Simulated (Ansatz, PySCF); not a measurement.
Species: CHS, net charge 0, doublet state. It need not be the lowest isomer of its formula. 
Geometry from a B3LYP-D3(BJ)/def2-TZVP (Ansatz, a first-principles code) optimisation:
```
C
H 1 1.0885
S 1 1.5568 2 132.52
```
Charge 0, spin multiplicity 2.

Quantity: atomisation energy (electronic, to ground-state atoms), in kcal/mol. Valence correlation only, unless marked. UHF or UKS for open shells. Spin-orbit coupling is left out. No relativistic terms. The coupled-cluster limit lacks core correlation, which all-electron functionals hold. Basis-set limits of correlation are two-point, X^-3; Hartree-Fock from the larger set.

| level | program | atomisation energy (kcal/mol) |
|---|---|---|
| PBE0/6-31G* | Ansatz | 223.7 |
| r2SCAN0-D4/def2-TZVPD | Ansatz + dftd4 | 222.1 |
| MN15/def2-TZVPD | PySCF | 226.9 |
| MP2/CBS(aug-cc-pV(T+d)Z,aug-cc-pV(Q+d)Z) | Ansatz | 222.3 |
| MP2/CBS(def2-TZVPPD,def2-QZVPPD) | Ansatz | 221.7 |
| SCS-MP2/cc-pV(D+d)Z | Ansatz | 197.2 |

Problem. What does CCSD(T)/CBS(aug-cc-pV(T+d)Z,aug-cc-pV(Q+d)Z) (Ansatz) give?

Solution. 225.5 kcal/mol, so SCS-MP2/cc-pV(D+d)Z differs from it by -28.3 kcal/mol.
